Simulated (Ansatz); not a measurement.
Program: Ansatz. Geometries: PBE0-D4/def2-TZVP. ΔE: electronic, gas phase. CBS: MP2 limit from def2 TZ/QZ plus the TZ coupled-cluster correction, frozen cores. This one scheme is used for every species. DFT in def2-TZVPP. B3LYP here is the variant with VWN-RPA as its local correlation; programs differ in this. Each species was taken in one conformer, which may not be the lowest.

Consider the ligand exchange at the Si–O bond: `F[SiH2]O[SiH](F)F` + `NBO` → `NBO[SiH2]F` + `O[SiH](F)F`.

`F[SiH2]O[SiH](F)F`:

Z-matrix (Å, degrees):
```
Si
O 1 1.626
F 1 1.590 2 108.4
H 1 1.476 2 110.2 3 117.8
H 1 1.475 2 108.4 3 -117.1
Si 2 1.605 1 155.1 3 -80.7
F 6 1.581 2 109.8 1 -1.9
F 6 1.578 2 108.8 1 -118.9
H 6 1.463 2 111.7 1 120.1
```

`NBO`:

```xyz
7

N    -1.040    0.116    0.216
B     0.250   -0.207   -0.214
O     1.310    0.491    0.303
H    -1.222    0.841    0.889
H    -1.858   -0.355   -0.122
H     0.410   -1.083   -1.021
H     2.150    0.198   -0.051
```

`NBO[SiH2]F`:

Z-matrix (Å, degrees):
```
Si
F 1 1.594
O 1 1.625 2 109.4
H 1 1.476 2 107.3 3 117.2
H 1 1.480 2 107.3 3 -120.6
B 3 1.377 1 132.5 2 -94.5
N 6 1.392 3 119.1 1 175.4
H 6 1.200 3 120.8 1 -5.0
H 7 1.003 6 122.6 3 179.9
H 7 1.006 6 122.7 3 -0.8
```

`O[SiH](F)F`:

```xyz
6

O     0.579   -0.925    0.656
Si   -0.275    0.099   -0.254
F     0.660    0.890   -1.259
F    -0.975    1.208    0.635
H     1.291   -0.610    1.215
H    -1.281   -0.662   -0.993
```

```
             level  ΔE (kJ/mol)  difference from CCSD(T)/CBS
         r2SCAN-D4         11.6                         -0.6
          B3LYP-D4         13.2                          1.0
            r2SCAN         11.3                         -0.9
              PBE0         11.1                         -1.1
     HF/def2-TZVPP         15.3                          3.1
    MP2/def2-TZVPP         11.2                         -1.0
CCSD(T)/def2-TZVPP         11.6                         -0.6
     HF/def2-QZVPP         16.5                          4.3
SCS-MP2/def2-QZVPP         12.8                          0.6
    CCSD/CBS(def2)         13.2                          1.0
       CCSD(T)/CBS         12.2                            0
```

Largest T1 diagnostic among the species: 0.012.

In def2-TZVPP, CCSD(T) changes the Hartree–Fock value by −3.7 kJ/mol (the triples alone add −0.9 kJ/mol) and MP2 by −4.1 kJ/mol.

CCSD(T)/CBS has its own doubt, a few kJ/mol and more with outer-core shells, so smaller differences from it don't rank the levels.
